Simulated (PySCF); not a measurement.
Vertical excitations of a molecule C₅H₄F₂O from PySCF with TDA-PBE/def2-SVPD, as energy in eV (oscillator strength): 6.28 (0.000), 6.48 (0.004), 6.52 (0.006), 6.66 (0.003), 6.86 (0.000), 7.12 (0.026). Lowest triplet (TDA): 5.20 eV. Coordinates come from a B3LYP-D3(BJ)/def2-SVP optimisation. Other conformers were not sampled.

Task: Which structure fits?
(A) C=C1OC(=C)C1(F)F
(B) C#C[C@@H]1COC1(F)F
(C) F/C=C(\F)C1=CCO1
(D) C=COC(F)=C=CF

Result: B, C#C[C@@H]1COC1(F)F
